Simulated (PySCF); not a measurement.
# Ho: excitation energy

Ho [Xe] 4f11 6s2 (high-spin determinant) → Ho [Xe] 4f10 6s2 6p1 (high-spin determinant), as a difference of total energies. Calculation: PySCF 2.14, in x2c-TZVPPall (11s7p7d4f2g, 113 functions); scalar relativity by spin-free X2C-1e. Correlated levels: valence: [Kr] 4d10 frozen; valence and next inner shell: [Ar] 3d10 frozen. The calculations carry no spin-orbit coupling.

| method | excitation energy (eV) |
| --- | --- |
| UHF | -1.113 |
| LDA | 4.350 |
| PBE | 3.888 |
| PBE0 | 2.818 |
| MP2 (valence) | 3.400 |
| SCS-MP2 (valence) | 2.989 |
| MP2 (valence and next inner shell) | 3.861 |
| SCS-MP2 (valence and next inner shell) | 3.286 |

Question: How much does correlation contribute at MP2 (valence and next inner shell)?

Answer: 3.861 − (-1.113) = 4.974 eV, measured against UHF.

A first-order spin-orbit estimate (lowest level to lowest level, LS coupling) adds 0.054 eV.

The basis was made for the ground configuration and has no added diffuse functions, so the excitation energy can come out too high.

The determinant of the upper state and of the lower state mixes LS terms, which raises its energy above the lowest term, most at the Hartree-Fock and MP2 levels.
